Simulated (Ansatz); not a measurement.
Basis-set extrapolation for C₂H₇FSi₂, SMILES `CC1(F)[SiH2][SiH2]1` (PBE0-D4/def2-TZVP geometry, frozen core, Ansatz). Multiplicity 1, RHF reference.

|  | def2-TZVPP | def2-QZVPP |
| --- | --- | --- |
| HF | -757.133925 | -757.159500 |
| MP2 correlation | -0.834101 | -0.898415 |
| CCSD(T) correlation | -0.922523 | not run |

Energies in hartree. Use E(X) = E(∞) + A·exp(−7.88·√X) for Hartree–Fock and E(X) = E(∞) + B·X^(−2.97) for correlation, with X = 3 and 4, and add CCSD(T) minus MP2 of the smaller set to the MP2 limit.

Problem. What is the CCSD(T) energy at the basis-set limit?

Solution. HF limit: -757.159500 + (-0.025575) × 0.13774 = -757.16302. MP2 limit: -0.898415 + (-0.064314) × 0.74074 = -0.94605. Higher-order term: -0.922523 − (-0.834101) = -0.08842. Total: -758.19749 hartree, 370.3 kJ/mol below CCSD(T)/def2-TZVPP.
